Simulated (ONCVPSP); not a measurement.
# Pseudopotential generation for Si: ONCV, PBE, non-relativistic.

Si, optimised norm-conserving Vanderbilt (ONCV), made with ONCVPSP 4.0.1 (PBE, non-relativistic). Core [Ne], reference 3s2 3p2. Waves: 3s: rc 1.90 bohr, ncon 4, nbas 7, qcut 4.3 1/bohr, 3 projectors, debl 2.3 Ha; 3p: rc 2.05 bohr, ncon 4, nbas 9, qcut 3.7 1/bohr, 2 projectors, debl 1.6 Ha; d scattering state at 0.1 Ha: rc 2.10 bohr, ncon 4, nbas 8, qcut 3.9 1/bohr, 2 projectors, debl 1.2 Ha. Local part: polynomial inside 1.20 bohr (lpopt 5, dvloc0 1 Ha). Core correction: Teter function, fcfact 3, rcfact 1.15.

All-electron outer shells of the reference configuration (PBE, non-relativistic, ld1.x):

| shell | level (eV) | outermost node (bohr) | outermost maximum (bohr) |
| --- | --- | --- | --- |
| 2s | -138.84 | 0.15 | 0.45 |
| 2p | -95.59 | – | 0.39 |
| 3s | -10.77 | 0.72 | 1.80 |
| 3p | -4.09 | 0.72 | 2.17 |

Results:

```
Cutoffs needed             : 7.5 Ha and 12 Ha (the cutoffs (Ha) at which the residual kinetic energy of the hardest occupied pseudo-wave falls to 1 and 0.1 mHa per electron) The cutoffs count occupied waves only; projector 3 of the s channel, the hardest unoccupied one, needs 20 Ha at the loose tolerance.
Ghost test                 : no bound ghost flagged; GHOST(+) flagged for s at 214.8 eV
Largest excitation error   : +56 meV (all-electron minus pseudo) for 3s1 3p0, out of 4 test configurations
rms error of d²Exc/dni dnj : 1.67 mHa without and 0.92 mHa with the model core
```

Generation and tests took about 4.9 s on one core of a shared server CPU.
